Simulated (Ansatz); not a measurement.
One change: `[O]=[V]([OH])([F])[Cl]` becomes `C[O][V](=[O])([OH])[F]`.

Ansatz, PBE0-D4/def2-TZVP geometries, multiplicity 1. Each molecule was computed in one conformer, which needn't be the lowest.

Scalar relativity is left out up to krypton.

| property | `[O]=[V]([OH])([F])[Cl]` |
| --- | --- |
| HOMO energy (PBE0/def2-TZVPP) / eV | -9.58 |
| size of the dipole moment (PBE/def2-TZVPP) / D | 2.26 |
| HOMO–LUMO gap (PBE/def2-TZVPP) / eV | 3.70 |
| HOMO–LUMO gap (B3LYP/def2-TZVPP) / eV | 5.43 |
| HOMO energy (B3LYP/def2-TZVPP) / eV | -9.31 |
| HOMO–LUMO gap (PBE0/def2-TZVPP) / eV | 5.98 |

Q: What does the change do to each property? (An estimate is asked.)

A: Ansatz gave: 
| property | `C[O][V](=[O])([OH])[F]` | shift |
| --- | --- | --- |
| HOMO energy (PBE0/def2-TZVPP) / eV | -9.13 | 0.45 |
| size of the dipole moment (PBE/def2-TZVPP) / D | 2.63 | 0.37 |
| HOMO–LUMO gap (PBE/def2-TZVPP) / eV | 4.18 | 0.48 |
| HOMO–LUMO gap (B3LYP/def2-TZVPP) / eV | 6.06 | 0.63 |
| HOMO energy (B3LYP/def2-TZVPP) / eV | -8.91 | 0.40 |
| HOMO–LUMO gap (PBE0/def2-TZVPP) / eV | 6.58 | 0.60 |

With PBE0 the HOMO rises by 0.45 eV and the LUMO rises by 1.06 eV, so the gap widens by about 0.61 eV. PBE moves the HOMO by 0.54 eV and ωB97M-V by 0.35 eV. The zero-point energy changes by 106.4 kJ/mol with +12 modes. Dipoles are sizes alone; their direction can turn.

B3LYP here is the variant with VWN-RPA as its local correlation; programs differ in this.
